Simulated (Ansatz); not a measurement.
Species: trifluoromethylboronic acid, CH$_{2}$BF$_{3}$O$_{2}$, charge 0, multiplicity 1. 
Structure (B3LYP-D3(BJ)/def2-TZVP (Ansatz, a first-principles code) minimum search):
```
B
O 1 1.3477
H 2 0.9645 1 113.90
O 1 1.3540 2 122.50 3 0.00
H 4 0.9637 1 114.23 2 -180.00
C 1 1.6186 2 117.04 3 180.00
F 6 1.3500 1 112.65 2 -60.75
F 6 1.3500 7 107.26 1 -124.51
F 6 1.3669 7 106.48 8 -113.69
```
Charge 0, spin multiplicity 1.

Basis-set convergence of Hartree-Fock and CCSD correlation energies (hartree) with Ansatz. Valence correlation only, unless marked. Spin-orbit coupling is left out. Non-relativistic.

| basis | functions | E(HF) | E(corr, CCSD) |
|---|---|---|---|
| aug-cc-pVDZ | 179 | -511.95575 | -1.23689 |
| aug-cc-pVTZ | 368 | -512.09485 | -1.51611 |
| aug-cc-pVQZ | 652 | -512.12963 | -1.61336 |

Extrapolating the two largest sets (X = 3 and 4) as X^-3: E(corr) = (64·(-1.61336) - 27·(-1.51611))/37 = -1.6843 Eh, an estimate of the basis-set limit. The largest set recovers 95.8 % of it, the smallest 73.4 %.
